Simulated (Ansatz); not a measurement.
CH$_{4}$NO, charge +1, singlet, at a GFN2-xTB geometry. Base run: CCSD(T)/def2-SV(P) run with Ansatz (an electronic-structure program).

The Ansatz input:
Ansatz 0.2 input:
```yaml
crystal:
  periodic: [false, false, false]
  atoms:
    - {symbol: N, position_ang: [-1.07973113, 0.24380716, 0.15769898]}
    - {symbol: C, position_ang: [0.40675026, 0.24389944, -0.26491881]}
    - {symbol: O, position_ang: [1.09476993, -0.62780535, 0.07307325]}
    - {symbol: H, position_ang: [-1.30225326, 1.08418749, 0.71279708]}
    - {symbol: H, position_ang: [-1.69531096, 0.23783329, -0.66989687]}
    - {symbol: H, position_ang: [-1.26948531, -0.59863573, 0.72730400]}
    - {symbol: H, position_ang: [0.62650641, 1.12901100, -0.86917020]}
basis:
  gaussian:
    orbitals: def2-SV_P_.json
total_charge: 1
magnetization: {spin_polarized: false}
correlation: {method: ccsd_t}
```
The basis file holds def2-SV(P) in the JSON format of the Basis Set Exchange.

Variants of this job, named by their change:

| change | ΔE vs base (kcal/mol) | MP2 correlation (Eh) | CC correlation without the perturbative part (Eh) | basis functions |
|---|---|---|---|---|
| base | 0.000 | -0.46430 | -0.48610 | 50 |
| method = bccd | 9.40 | -0.46430 | -0.48483 | 50 |
| method = rpa | -5.97 | - | - | 50 |
| method = ccsd | 8.60 | -0.46430 | -0.48610 | 50 |
| reference functional = pbe0 | 0.412 | - | -0.49649 | 50 |
| fitting = cc-pVTZ-JKFIT (mean field), cc-pVTZ-RIFIT (correlation) | 0.055 | -0.46427 | -0.48607 | 50 |
| electrons = all | -4.24 | -0.47158 | -0.49274 | 50 |
| lower_state_search = off | 0.000 | -0.46430 | -0.48610 | 50 |
| diis_vectors = 2 | 0.000 | -0.46430 | -0.48610 | 50 |
| diis_vectors = 4 | 0.000 | -0.46430 | -0.48610 | 50 |
